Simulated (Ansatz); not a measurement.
Gas-phase electronic energies from Ansatz, PBE0-D4/def2-TZVP geometries. CBS: MP2 limit from def2 TZ/QZ plus the TZ coupled-cluster correction, frozen cores. This one scheme is used for every species. DFT in def2-TZVPP. One conformer a species, not always the lowest.

Reaction (hydrogenolysis of the Si–N bond): `N[SiH](F)[SiH2]O` + H₂ → `O[SiH2][SiH2]F` + NH₃

```json
{"level": "PBE-D4", "ΔE (kcal/mol)": "12.5"}
{"level": "HF/CBS(def2)", "ΔE (kcal/mol)": "7.5"}
```

Problem. What does CCSD(T)/CBS give? (An estimate is asked.)

Solution. Computed: +12.1 kcal/mol. The listed levels differ from it by 0.4, -4.6 kcal/mol.

Largest T1 diagnostic among the species: 0.012.

In def2-TZVPP, CCSD(T) changes the Hartree–Fock value by +4.0 kcal/mol (the triples alone add +1.0 kcal/mol) and MP2 by +5.7 kcal/mol. The D4 term adds +2.2 kcal/mol with B3LYP and +1.2 kcal/mol with PBE0; it sums over pairs of atoms, weighted by their polarisabilities, and B3LYP, whose exchange is more repulsive, gets the larger term.

B3LYP here is the variant with VWN-RPA as its local correlation; programs differ in this.
